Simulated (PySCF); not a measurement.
## Nuclear repulsion and electron count by hand

System: FIn, charge +1, doublet, at a GFN2-xTB geometry (such geometries of metal compounds can be far from the true shape) (a state made from the parent by changing its charge; the spin is typed, not shown lowest) (all electrons, no relativity). Level: PySCF with B3LYP5/STO-3G. Sums are taken with unrounded values, so a last digit can differ.

Coordinates (Å):

```
atom        x        y         z
----  -------  -------  --------
In1   0.00000  0.00000  -0.35496
F2    0.00000  0.00000   1.93254
```

Question: Work out the nuclear repulsion energy and the numbers of alpha and beta electrons.

Answer: In atomic units each pair adds Z_i Z_j / r_ij, with r in bohr (1 bohr = 0.529177 Å).
| pair | r (Å) | r (bohr) | Z_i Z_j | term (Eh) |
|---|---|---|---|---|
| In1-F2 | 2.2875 | 4.3227 | 441 | 102.0188 |
The sum is 102.0188 Eh; PySCF gives 102.0188 Eh. The atomic numbers add up to 58, so at charge +1 there are 57 electrons; multiplicity 2 means 1 unpaired, so 29 alpha and 28 beta.
